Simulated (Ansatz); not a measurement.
Reaction (redistribution): `OB(O)O[SiH3]` + `[F][Sc]([Cl])[Cl]` → `OB(Cl)O[SiH3]` + `[OH][Sc]([F])[Cl]`

Isolated molecules relaxed with PBE0-D4/def2-TZVP in Ansatz; ΔE leaves out vibrations. CCSD(T)/CBS adds triple-zeta CCSD(T) − MP2 to the extrapolated MP2 energy (def2 sets, frozen cores). Functionals use def2-TZVPP. B3LYP here is the variant with VWN-RPA as its local correlation; programs differ in this. For Sc outer-core shells are correlated without core-valence functions, which leaves a few kJ/mol of doubt a bond. Scalar relativity is left out up to krypton. One conformer a species, not always the lowest.

```tsv
level	ΔE (kJ/mol)
B3LYP	77.6
CCSD(T)/def2-SVP	75.6
```

(1) What does CCSD(T)/CBS give? (Best estimate.)

Largest T1 diagnostic among the species: 0.016.

Results:

(1) Computed: +75.1 kJ/mol. The listed levels differ from it by 2.5, 0.5 kJ/mol.

Leaving LDA and LC-ωPBE aside and taking each functional with its dispersion term where it has one, the values, not all of them listed here, spread over 15.7 kJ/mol, from revPBE-D4 to BHLYP-D4. From PBE to PBE0 (25 % exact exchange), in def2-TZVPP and without D4, ΔE moves by +6.8 kJ/mol. In def2-TZVPP, CCSD(T) changes the Hartree–Fock value by −19.9 kJ/mol (the triples alone add −2.2 kJ/mol) and MP2 by −25.0 kJ/mol.
